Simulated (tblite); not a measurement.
C₄H₁₂F₂OSi₂.
Atom-mapped SMILES: `[CH3:1][C@@H:2]([F:3])[C@@H:4]([CH2:5][F:6])[SiH2:7][O:8][SiH3:9]` (hydrogens: H10, H11, H12 on C1; H13 on C2; H14 on C4; H15, H16 on C5; H17, H18 on Si7; H19, H20, H21 on Si9)

A start from a force field or distance geometry was refined with GFN2-xTB geometry optimisation, gas phase in tblite. Values at the start:

```tsv
coordinate	start
C1–C2	1.517 Å
C1–H10	1.106 Å
C2–F3	1.349 Å
C2–C4	1.539 Å
C2–H13	1.104 Å
C4–C5	1.536 Å
C4–Si7	1.885 Å
C4–H14	1.103 Å
C5–F6	1.361 Å
C5–H15	1.099 Å
C5–H16	1.094 Å
Si7–O8	1.665 Å
Si7–H17	1.474 Å
Si7–H18	1.475 Å
O8–Si9	1.654 Å
Si9–H19	1.488 Å
C1–C2–F3	109.2°
C1–C2–C4	114.4°
C2–C4–C5	108.6°
C2–C4–Si7	115.6°
C4–C5–F6	108.9°
C4–Si7–O8	112.2°
C5–C4–Si7	111.0°
Si7–O8–Si9	138.8°
C1–C2–C4–C5	169°
C2–C4–C5–F6	-62°
C2–C4–Si7–O8	176°
C4–Si7–O8–Si9	-179°
```

Task: How do these coordinates change at the GFN2-xTB level?

Result: 
```csv
coordinate,GFN2-xTB (Å or °),change
Si7–O8,1.616,-0.049
C2–F3,1.392,+0.043
O8–Si9,1.625,-0.029
C4–Si7,1.912,+0.027
Si9–H19,1.461,-0.027
C5–F6,1.381,+0.020
C1–H10,1.088,-0.018
C4–C5,1.519,-0.017
Si7–H17,1.457,-0.017
C2–C4,1.526,-0.013
Si7–H18,1.463,-0.012
C4–H14,1.094,-0.009
C2–H13,1.099,-0.005
C5–H15,1.094,-0.005
C1–C2,1.518,+0.001
C5–H16,1.093,-0.001
Si7–O8–Si9,161.4,+22.6
C4–Si7–O8,105.0,-7.2
C2–C4–Si7,112.0,-3.6
C4–C5–F6,110.7,+1.8
C2–C4–C5,110.2,+1.6
C5–C4–Si7,109.9,-1.1
C1–C2–F3,108.3,-0.9
C1–C2–C4,113.7,-0.7
C4–Si7–O8–Si9,-163,+16
C1–C2–C4–C5,161,-8
C2–C4–Si7–O8,-178,+6
C2–C4–C5–F6,-65,-3
```

The energy falls by 5.9 kcal/mol over 98 L-BFGS steps, the largest force on an atom goes from 1.36 to 0.010 eV/Å, and the atoms move by 0.358 Å rms after alignment. The bond that changes most is Si7–O8 (oxygen-bound silicon to siloxane oxygen), which shortens by 0.049 Å. Bonds longer at the end by more than 0.005 Å: 3 of 20; shorter: 14. Among the dihedrals that turn most is H13–C2–C4–Si7, from 174° to 160°. Rotational constants go from 1749, 544.0, 459.1 to 1650, 590.6, 488.8 MHz.

Hardware: one thread of an Arm Neoverse V2, no GPU, shared host with 96 logical CPUs at a one-minute load of 55. Cost: 0.81 s.

GFN2-xTB frequencies show an imaginary mode (40i cm⁻¹), so the point is no minimum at that level.

The numbers are calculated, not measured.
